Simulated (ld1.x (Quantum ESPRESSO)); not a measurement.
Building the RRKJ potential for fluorine (F) (PBEsol, scalar-relativistic).

ld1.x (Quantum ESPRESSO) 7.5 was run on this input:

```
&input
   title='F', zed=9., rel=1, dft='PBESOL', iswitch=3,
   config='[He] 2s1 2p6',
   nld=2, rlderiv=2.00, eminld=-4.0, emaxld=5.0, deld=0.02
 /
 &inputp
   pseudotype=2, tm=.false., rho0=0.005, lloc=-1, rcloc=1.05,
   nlcc=.false.,
   file_pseudopw='F.UPF', file_wfcaegen='ae.wfc', file_wfcncgen='nc.wfc', file_beta='beta', file_chi='chi'
 /
2
2S  1  0   1.00   0.00  0.55  0.55  0.0
2P  2  1   6.00   0.00  1.85  1.85  0.0
 &test
   configts(1)='2s1 2p6'
 /
```

Command:

```bash
ld1.x < F.in > F.out
```

Output (shortened: banner, matrices, multipoles, cross overlaps and the repeated all-electron block are left out):

```
Program LD1 v.7.5
     --------------------------- All-electron run ----------------------------

     F
     scalar relativistic calculation

     atomic number is  9.00
     dft =PBESOL   lsd =0 sic =0 latt =0  beta=0.20 tr2=1.0E-14
     Exchange-correlation= PBESOL
                           (   1   4  10   8   0   0   0)
     mesh =1105 r(mesh) =  99.76081 a.u. xmin = -7.00 dx = 0.01250
     1 Ry =  13.60569312 eV, c = 137.03599908

     n l     nl                  e(Ry)          e(Ha)          e(eV)
     1 0     1S 1( 2.00)       -48.6386       -24.3193      -661.7621
     2 0     2S 1( 1.00)        -2.2201        -1.1101       -30.2063
     2 1     2P 1( 6.00)        -0.8440        -0.4220       -11.4834

     final scf error:  2.1E-15 reached in  22 iterations

     Etot =    -197.522087 Ry,     -98.761043 Ha,   -2687.424895 eV

     Ekin =     197.272786 Ry,      98.636393 Ha,    2684.032981 eV
     Encl =    -474.004658 Ry,    -237.002329 Ha,   -6449.161912 eV
     Eh   =      98.870820 Ry,      49.435410 Ha,    1345.206030 eV
     Exc  =     -19.661034 Ry,      -9.830517 Ha,    -267.501995 eV

     normalization and overlap integrals

     s(1S/1S) =  1.000000  <r> =   0.1766  <r2> =    0.0421  r(max) =   0.1139
     s(2S/2S) =  1.000000  <r> =   1.0048  <r2> =    1.2305  r(max) =   0.7617
     s(2P/2P) =  1.000000  <r> =   1.1001  <r2> =    1.6169  r(max) =   0.7066

     ------------------------ End of All-electron run ------------------------

     --------------------- Generating NC pseudopotential ---------------------

      Generating local potential from pseudized AE potential:
      Matching radius rcloc =   1.0500

      Local pseudo, rcloc= 1.054 Estimated cut-off energy=    22.16 Ry

      Wfc   2S  rcut= 0.550  Estimated cut-off energy=      135.06 Ry
      Using 4 Bessel functions for this wfc, rho(0) = 0.005
      This function has    0 nodes for 0 < r <    0.550

      Wfc   2P  rcut= 1.827  Estimated cut-off energy=       53.83 Ry
      This function has    0 nodes for 0 < r <    1.827

     ------------------- End of pseudopotential generation -------------------

     Computing logarithmic derivative in   2.00681
     Message from routine run_pseudo:
     Warning: convergence not achieved
     Computing logarithmic derivative in   2.00681
     Computing the partial wave expansion
     R is outside the sphere for l=    0 j= 0.00
     R is outside the sphere for l=    1 j= 0.00

     ---------------------- Testing the pseudopotential ----------------------

     F
     scalar relativistic calculation

     atomic number is  9.00   valence charge is  7.00
     dft =PBESOL   lsd =0 sic =0 latt =0  beta=0.20 tr2=1.0E-14
     mesh =1105 r(mesh) =  99.76081 xmin = -7.00 dx = 0.01250

     n l     nl             e AE (Ry)        e PS (Ry)    De AE-PS (Ry)
     1 0     2S   1( 1.00)       -2.22012       -2.22014        0.00002
     2 1     2P   1( 6.00)       -0.84401       -0.84401        0.00000

     eps = 3.6E-13  iter =201

     Etot =    -197.522087 Ry,     -98.761043 Ha,   -2687.424895 eV
     Etotps =   -44.240448 Ry,     -22.120224 Ha,    -601.921961 eV

     Ekin =      30.526244 Ry,      15.263122 Ha,     415.330709 eV
     Encl =     -98.410664 Ry,     -49.205332 Ha,   -1338.945292 eV
     Ehrt =      39.489574 Ry,      19.744787 Ha,     537.283031 eV
     Ecxc =      -8.355019 Ry,      -4.177510 Ha,    -113.675827 eV
     Epseu=      -7.490584 Ry,      -3.745292 Ha,    -101.914583 eV

     ---------------------- End of pseudopotential test ----------------------
```

Generation and configuration tests took about 2.6 s on one core of a shared server CPU.

Transferability test of the new file with ld1.x, input:

```
&input
   title='F', zed=9., rel=1, dft='PBESOL', iswitch=2,
   config='[He] 2s1 2p6'
 /
 &test
   file_pseudo='F.UPF', nconf=8,
   configts(1)='2s1 2p6',
   configts(2)='2s2 2p5',
   configts(3)='2s2 2p4',
   configts(4)='2s2 2p3',
   configts(5)='2s2 2p1',
   configts(6)='2s2 2p2',
   configts(7)='2s2 2p4.5',
   configts(8)='2s2 2p5.3'
 /
```

```bash
ld1.x < F.test.in > F.test.out
```

Pseudopotential blocks of its output, shortened (energy terms left out; the distinct warnings before each block abridged to one line each):

```
     Warning: convergence not achieved
     ---------------------- Testing the pseudopotential ----------------------

     n l     nl             e AE (Ry)        e PS (Ry)    De AE-PS (Ry)
     1 0     2S   1( 1.00)       -2.22012       -2.22014        0.00002
     2 1     2P   1( 6.00)       -0.84401       -0.84401        0.00000

     eps = 2.5E-13  iter =201

     Etot =    -197.522086 Ry,     -98.761043 Ha,   -2687.424894 eV
     Etotps =   -44.240448 Ry,     -22.120224 Ha,    -601.921961 eV

     ---------------------- End of pseudopotential test ----------------------

          ---------------------- Testing the pseudopotential ----------------------

     n l     nl             e AE (Ry)        e PS (Ry)    De AE-PS (Ry)
     1 0     2S   1( 2.00)       -2.18441       -2.16601       -0.01840  !
     2 1     2P   1( 5.00)       -0.81228       -0.79819       -0.01409  !

     eps = 9.7E-15  iter =150

     Etot =    -198.896219 Ry,     -99.448109 Ha,   -2706.120914 eV
     Etotps =   -45.612475 Ry,     -22.806237 Ha,    -620.589335 eV
     dEtot_ae =      -1.374132 Ry
     dEtot_ps =      -1.372027 Ry,   Delta E=      -0.002105 Ry

     ---------------------- End of pseudopotential test ----------------------

          Warning: convergence not achieved
     ---------------------- Testing the pseudopotential ----------------------

     n l     nl             e AE (Ry)        e PS (Ry)    De AE-PS (Ry)
     1 0     2S   1( 2.00)       -3.46782       -3.43864       -0.02918  !
     2 1     2P   1( 4.00)       -2.07413       -2.02426       -0.04987  !

     eps = 2.8E-13  iter =201

     Etot =    -197.476466 Ry,     -98.738233 Ha,   -2686.804198 eV
     Etotps =   -44.221436 Ry,     -22.110718 Ha,    -601.663286 eV
     dEtot_ae =       0.045620 Ry
     dEtot_ps =       0.019012 Ry,   Delta E=       0.026608 Ry

     ---------------------- End of pseudopotential test ----------------------

          Warning: convergence not achieved
     Warning: n=2, l=1 expected 0 nodes, found 1
     ---------------------- Testing the pseudopotential ----------------------

     n l     nl             e AE (Ry)        e PS (Ry)    De AE-PS (Ry)
     1 0     2S   1( 2.00)       -4.97983       -4.91359       -0.06624  !
     2 1     2P   1( 3.00)       -3.59242       -3.45421       -0.13820  !

     eps = 4.4E-14  iter =201

     Etot =    -194.663071 Ry,     -97.331535 Ha,   -2648.526004 eV
     Etotps =   -41.496401 Ry,     -20.748201 Ha,    -564.587302 eV
     dEtot_ae =       2.859016 Ry
     dEtot_ps =       2.744047 Ry,   Delta E=       0.114969 Ry

     ---------------------- End of pseudopotential test ----------------------

          Warning: convergence not achieved
     ---------------------- Testing the pseudopotential ----------------------

     n l     nl             e AE (Ry)        e PS (Ry)    De AE-PS (Ry)
     1 0     2S   1( 2.00)       -8.55411       -8.26606       -0.28805  !
     2 1     2P   1( 1.00)       -7.27887       -6.71083       -0.56803  !

     eps = 2.3E-14  iter =201

     Etot =    -183.926283 Ry,     -91.963141 Ha,   -2502.444558 eV
     Etotps =   -31.400911 Ry,     -15.700456 Ha,    -427.231163 eV
     dEtot_ae =      13.595804 Ry
     dEtot_ps =      12.839537 Ry,   Delta E=       0.756267 Ry

     ---------------------- End of pseudopotential test ----------------------

          Warning: convergence not achieved
     ---------------------- Testing the pseudopotential ----------------------

     n l     nl             e AE (Ry)        e PS (Ry)    De AE-PS (Ry)
     1 0     2S   1( 2.00)       -6.68351       -6.53559       -0.14792  !
     2 1     2P   1( 2.00)       -5.33500       -5.03035       -0.30466  !

     eps = 1.6E-13  iter =201

     Etot =    -190.217225 Ry,     -95.108612 Ha,   -2588.037188 eV
     Etotps =   -37.264407 Ry,     -18.632203 Ha,    -507.008083 eV
     dEtot_ae =       7.304862 Ry
     dEtot_ps =       6.976041 Ry,   Delta E=       0.328820 Ry

     ---------------------- End of pseudopotential test ----------------------

          Warning: convergence not achieved
     ---------------------- Testing the pseudopotential ----------------------

     n l     nl             e AE (Ry)        e PS (Ry)    De AE-PS (Ry)
     1 0     2S   1( 2.00)       -2.79410       -2.77230       -0.02180  !
     2 1     2P   1( 4.50)       -1.40819       -1.38097       -0.02722  !

     eps = 4.7E-13  iter =201

     Etot =    -198.344238 Ry,     -99.172119 Ha,   -2698.610838 eV
     Etotps =   -45.070463 Ry,     -22.535232 Ha,    -613.214894 eV
     dEtot_ae =      -0.822152 Ry
     dEtot_ps =      -0.830015 Ry,   Delta E=       0.007863 Ry

     ---------------------- End of pseudopotential test ----------------------

          ---------------------- Testing the pseudopotential ----------------------

     n l     nl             e AE (Ry)        e PS (Ry)    De AE-PS (Ry)
     1 0     2S   1( 2.00)       -1.85443       -1.83729       -0.01714  !
     2 1     2P   1( 5.30)       -0.49277       -0.48355       -0.00922  !

     eps = 9.9E-15  iter = 62

     Etot =    -199.091187 Ry,     -99.545594 Ha,   -2708.773594 eV
     Etotps =   -45.804007 Ry,     -22.902003 Ha,    -623.195260 eV
     dEtot_ae =      -1.569101 Ry
     dEtot_ps =      -1.563559 Ry,   Delta E=      -0.005542 Ry

     ---------------------- End of pseudopotential test ----------------------
```
